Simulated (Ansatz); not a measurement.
One change: `COB(S)O[SiH3]` becomes `C[O][Ga]([SH])[O][SiH3]`.

Ansatz, PBE0-D4/def2-TZVP geometries, multiplicity 1. Each molecule was computed in one conformer, which needn't be the lowest.

Scalar relativity is left out up to krypton.

```csv
property,`COB(S)O[SiH3]`
HOMO–LUMO gap (PBE0/def2-TZVPP) / eV,7.40
HOMO energy (PBE/def2-TZVPP) / eV,-6.17
size of the dipole moment (ωB97M-V/def2-TZVPP) / D,1.63
HOMO energy (B3LYP/def2-TZVPP) / eV,-7.17
HOMO–LUMO gap (B3LYP/def2-TZVPP) / eV,6.92
size of the dipole moment (B3LYP/def2-TZVPP) / D,1.61
```

Task: Give the same properties after the change, and the shifts. (An estimate is asked.)

Result: The calculation gave: 
```csv
property,`C[O][Ga]([SH])[O][SiH3]`,shift
HOMO–LUMO gap (PBE0/def2-TZVPP) / eV,6.85,-0.55
HOMO energy (PBE/def2-TZVPP) / eV,-6.50,-0.33
size of the dipole moment (ωB97M-V/def2-TZVPP) / D,1.13,-0.50
HOMO energy (B3LYP/def2-TZVPP) / eV,-7.60,-0.43
HOMO–LUMO gap (B3LYP/def2-TZVPP) / eV,6.29,-0.63
size of the dipole moment (B3LYP/def2-TZVPP) / D,1.15,-0.46
```

With PBE0 the HOMO falls by 0.43 eV and the LUMO falls by 0.99 eV, so the gap narrows by about 0.56 eV. PBE moves the HOMO by -0.33 eV and ωB97M-V by -0.46 eV. Dipoles are sizes alone; their direction can turn.

B3LYP here is the variant with VWN-RPA as its local correlation; programs differ in this.
